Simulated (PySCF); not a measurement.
CH8FNOSi2, SMILES C[Si@@H](O)[Si@H](N)F.

Geometry optimised at PBE0-D3(BJ)/def2-SVP. The structure was generated by enumeration; whether it is a known compound was not checked. Other conformers were not sampled.

Two levels are set side by side: PBE/def2-TZVP (PySCF) and HF/def2-TZVP (PySCF). Same geometry, gas phase. Differences are taken from unrounded values.

```tsv
quantity	PBE
orbital gap (eV)	5.11
highest occupied level (eV)	-6.30
lowest empty level (eV)	-1.19
dipole moment (D)	1.30
mean polarisability (bohr³)	77.9
```

**Question.** These are the PBE values. What does HF give? (Estimate from the structure and the level; the computed values follow.)

**Answer.** 
| quantity | HF | PBE minus HF |
|---|---|---|
| orbital gap (eV) | 13.27 | -8.17 |
| highest occupied level (eV) | -10.60 | 4.31 |
| lowest empty level (eV) | 2.67 | -3.86 |
| dipole moment (D) | 1.39 | -0.09 |
| mean polarisability (bohr³) | 67.2 | 10.7 |

PBE's occupied levels lie high since its potential decays too fast outside the molecule; exact exchange lowers them and widens the gap. PBE's more diffuse valence density responds more strongly to a field. Differences between two approximate levels are no errors against the true value.

Rough cost on one machine, each run with all the roots and properties that it gave: HF against PBE about 1/3.
